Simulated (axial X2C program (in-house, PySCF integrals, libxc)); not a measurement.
## Worked dissociation energy of PbO: B97-3, spin-free

All values were computed with an in-house relativistic program for diatomic molecules. Spin-free means the one-electron spin-free X2C Hamiltonian. Basis: Pb dyall-cv4z [14s16p11d7f3g], O dyall-av4z [8s7p4d3f2g] (cores contracted in-house); Gaussian nuclei, density fitting, unrestricted open shells. Masses: Pb 207.977 u, O 15.995 u.

Molecular state: M_S = 0, Λ = 0 (closed shell).

- E(Pb) (2M_S = 2, M_L = 0): -20885.664914 hartree
- E(O) (2M_S = 2, M_L = 0): -75.129057 hartree
- E(PbO) at Re: -20960.975721 hartree
- ωe: 779.6 cm⁻¹
- ωexe: 2.72 cm⁻¹

Question: Work out De and D0.

Answer: De = -20885.664914 + (-75.129057) − (-20960.975721) = 0.18175 hartree = 4.946 eV. The zero-point energy is ωe/2 − ωexe/4 = 389 cm⁻¹ = 0.048 eV, so D0 = 4.897 eV.

One determinant describes the state; a PBE0 search over occupations chose it and may have missed a lower one. The closed shell is kept restricted, so the energy runs too high when the bond is stretched far. Dissociation energies refer to the lowest single-determinant-based atoms at the same level and basis. Spin-free De lacks the spin–orbit lowering of the heavy p-block atom, a tenth of an eV or more for 4p and 5p, up to an eV for 6p and one to two eV for 7p atoms, less what an open-shell molecule gains itself.

Each atomic determinant is the lowest at this level and need not be a pure term. Totals compare only within one Hamiltonian and basis.
